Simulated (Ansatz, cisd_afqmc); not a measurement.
System: HSe, charge -1, singlet. HSe- (parent SMILES [SeH], singlet).
B3LYP-D3(BJ)/def2-TZVP minimum from Ansatz (a first-principles code):
```
Se
H 1 1.4783
```
Charge -1, spin multiplicity 1.

Total energies in aug-cc-pVDZ, 8 correlated electrons, 14 frozen orbitals. Open shells are spin-unrestricted; no spin-orbit coupling. Correlated methods leave the cores frozen (noble-gas shells, and filled d and f shells in the p block). No relativity. AFQMC is phaseless with a CISD trial state; ± is one standard error, without the phaseless bias. Outlying blocks are dropped, and bars are widened where a walk drifts. Over all cases where full CI ran beside it in this data, AFQMC minus full CI had a median of +0.1 mEh and passed +0.4 mEh in a tenth of the cases. The spin of HSe- (parent SMILES [SeH], singlet) was assumed, and the state is the lowest solution found for it.

```
method         program          energy (Eh)  minus CCSDTQ (mEh)
----------  ----------  -------------------  ------------------
HF              Ansatz          -2400.42705              160.25
MP2             Ansatz          -2400.56488               22.42
CCSD            Ansatz          -2400.58154                5.76
CCSD(T)         Ansatz          -2400.58644                0.86
CCSDT(Q)        Ansatz          -2400.58729                0.01
CCSDTQ          Ansatz          -2400.58730                0.00
AFQMC/CISD  cisd_afqmc  -2400.5869 ± 0.0003           0.4 ± 0.3
```

Rough core times of Ansatz's runs on a shared machine: CCSD(T) under 20 s, CCSDT(Q) under 20 s, CCSDTQ 30 s.
